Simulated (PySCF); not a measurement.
A side-by-side comparison of computed properties.

First species: C₅H₁₁FN (charge +1).
SMILES: `C=C(F)CC[NH2+]C`

Second species: nitryl fluoride, FNO₂.
SMILES: `O=[N+]([O-])F`

Levels: PBE0/def2-SVPD for HOMO energy, LUMO energy, HOMO–LUMO gap, static isotropic polarisability and electronic spatial extent ⟨r²⟩ about the centre of nuclear charge; TDDFT PBE0/def2-SVPD for lowest singlet excitation; TDA PBE0/def2-SVPD for lowest triplet excitation (Tamm–Dancoff); GFN2-xTB for rotational constant A and rotational constant C. Geometries: GFN2-xTB. Each species is one conformer at its optimised geometry, gas phase, non-relativistic unless stated; the electronic structure was computed with PySCF and density fitting.

Dipoles, sizes and rotational constants follow the conformer. The torsions of the flexible species, by atom-mapped SMILES:
- `[CH2:1]=[C:2]([F:3])[CH2:4][CH2:5][NH2+:6][CH3:7]`: C1–C2–C4–C5 -127°, C2–C4–C5–N6 -69°, C4–C5–N6–C7 178°

Values for the first species:

* HOMO energy: -11.56 eV
* LUMO energy: -4.33 eV
* HOMO–LUMO gap: 7.23 eV
* Lowest singlet excitation: 6.38 eV
* Lowest triplet excitation (Tamm–Dancoff): 4.48 eV
* Static isotropic polarisability: 65.9 au
* Electronic spatial extent ⟨r²⟩ about the centre of nuclear charge: 973 bohr²
* Rotational constant A: 5.609 GHz
* Rotational constant C: 1.234 GHz

Task: Estimate the same properties for the second species, and the change in each.

Result: 
```tsv
property	first	second	second less first
HOMO energy	-11.56 eV	-10.84 eV	+0.72 eV
LUMO energy	-4.33 eV	-2.74 eV	+1.59 eV
HOMO–LUMO gap	7.23 eV	8.10 eV	+0.87 eV
lowest singlet excitation	6.38 eV	5.64 eV	-0.74 eV
lowest triplet excitation (Tamm–Dancoff)	4.48 eV	5.11 eV	+0.63 eV
static isotropic polarisability	65.9 au	22.2 au	-43.7 au
electronic spatial extent ⟨r²⟩ about the centre of nuclear charge	973 bohr²	193 bohr²	-780 bohr²
rotational constant A	5.609 GHz	13.621 GHz	+8.012 GHz
rotational constant C	1.234 GHz	6.098 GHz	+4.864 GHz
```

On the first: S1 lies 0.85 eV below the HOMO–LUMO gap; its leading configuration is HOMO→LUMO, weight 0.95. In wavenumbers S1 is 51400 cm⁻¹ (1 eV = 8065.54 cm⁻¹).

On the second: S1 lies 2.46 eV below the HOMO–LUMO gap; its leading configuration is HOMO→LUMO, weight 0.97. The vertical singlet–triplet gap S1 − T1 is 0.53 eV (TDDFT singlet less Tamm–Dancoff triplet; S1: HOMO→LUMO, weight 0.97; T1: HOMO→LUMO, weight 0.93).
